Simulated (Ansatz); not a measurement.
Gas-phase reaction R1 + R2 → P1 + P2, each structure at its B3LYP-D3(BJ)/def2-TZVP stationary point, reached from a drawn start (curvature not checked).
P1: H atom, charge 0, multiplicity 2.
R1: H2 (SMILES [H][H]), charge 0, multiplicity 1.
P2, H2O (SMILES O) (charge 0, multiplicity 1, Z-matrix in Å and degrees):
```
O
H 1 0.9627
H 1 0.9627 2 105.24
```
R2: OH (SMILES [OH]), charge 0, multiplicity 2.

P less R. No zero-point or thermal terms; singlets are restricted closed shells; open shells are unrestricted; no spin–orbit coupling.

Correlated levels freeze the cores. CBS(a, b) extrapolates the correlation energy as X⁻³ and adds the Hartree–Fock energy of set b.

The values were computed with Ansatz (Gaussian orbitals). All values are computed, each at the level named.

```csv
level,reaction energy (kJ/mol)
HF/aug-cc-pVTZ,-15.0
PBE/def2-TZVPPD,-82.7
BLYP/def2-TZVPPD,-57.0
revPBE/def2-TZVPPD,-64.5
wB97X-V/def2-TZVPPD,-64.1
MP2/aug-cc-pVDZ,-101.0
CCSD/aug-cc-pVDZ,-59.2
CCSD(T)/aug-cc-pVTZ,-62.8
"CCSD(T)/CBS(aug-cc-pVTZ, aug-cc-pVQZ)",___
```

Question: Fill in the missing entries.

Answer: 
- CCSD(T)/CBS(aug-cc-pVTZ, aug-cc-pVQZ), reaction energy (kJ/mol): -68.3

Ansatz is a quantum-chemistry and plane-wave program.
